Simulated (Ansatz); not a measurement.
Cartesian coordinates in Å:
```
C -1.304 -1.240 0.314
Sn 0.341 0.026 0.757
N 0.479 1.243 -0.863
C 1.299 1.761 -1.568
O 2.048 2.292 -2.293
H -1.084 -1.820 -0.581
H -2.189 -0.629 0.137
H -1.497 -1.919 1.145
H 0.069 1.072 2.075
H 1.836 -0.787 0.878
```

Total charge 0; spin multiplicity 1. Sn: def2 effective core potential.

Question: List the CAM-B3LYP/def2-TZVPP orbital energies in eV (Ansatz 0.2.0). (An estimate is asked.)

Answer: Computed: Occupied: -523.15, -391.49, -282.05, -279.13, -141.36, -96.31, -96.22, -96.19, -31.87, -30.64, -30.43, -30.41, -30.31, -30.30, -26.95, -21.52, -17.28, -15.39, -14.22, -14.16, -13.80, -13.44, -13.04, -11.08, -10.60, -9.58, -9.37. Lowest empty: 0.44, 0.92, 1.37, 2.17, 2.29, 2.60, 3.00, 3.54.
